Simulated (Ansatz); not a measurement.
Rb₂H₂ (the lowest singlet isomer of a short search) was relaxed with r2SCAN-D4 (def2-TZVP) in Ansatz in these states: neutral quintet, neutral singlet, neutral triplet. The geometries follow in no particular order.

In the def2 sets Rb takes a core potential; there is no spin–orbit coupling.

A:

Cartesian coordinates in Å:
```
Rb 2.186 -4.112 -1.688
Rb -2.186 4.112 1.688
H 0.134 0.190 -0.290
H -0.134 -0.190 0.290
```

B:

```csv
atom,x (Å),y (Å),z (Å)
Rb1,0.843,0.268,1.758
Rb2,-0.843,-0.268,-1.758
H3,0.964,-1.487,-0.236
H4,-0.964,1.487,0.236
```

C:

```tsv
atom	x (Å)	y (Å)	z (Å)
Rb1	3.140	0.132	2.074
Rb2	-3.141	-0.132	-2.074
H3	-0.944	2.916	1.245
H4	0.944	-2.916	-1.245
```

Problem. Judge from the bond lengths which geometry belongs to which state (an estimate).

Solution. A is the neutral triplet (Rb1–Rb2 9.906 Å, Rb2–H4 4.967 Å, Rb1–H3 4.967 Å); B is the neutral singlet (Rb1–Rb2 3.937 Å, Rb2–H4 2.659 Å, Rb1–H3 2.659 Å); C is the neutral quintet (Rb1–Rb2 7.532 Å, Rb2–H4 5.012 Å, Rb1–H3 5.012 Å).

At PBE0-D4/def2-TZVP a singlet lies 0.11 eV below the neutral triplet. At PBE0-D4/def2-TZVP a singlet lies 4.52 eV below the neutral quintet. In the triplet, H3 and H4 lie 0.74 Å apart (atoms count from 1), so H2 has formed as a molecule. These are the stationary points nearest to one start from a short search; other shapes may lie lower in each state. The neutral triplet has come apart into loosely held pieces. The neutral quintet has come apart into loosely held pieces.
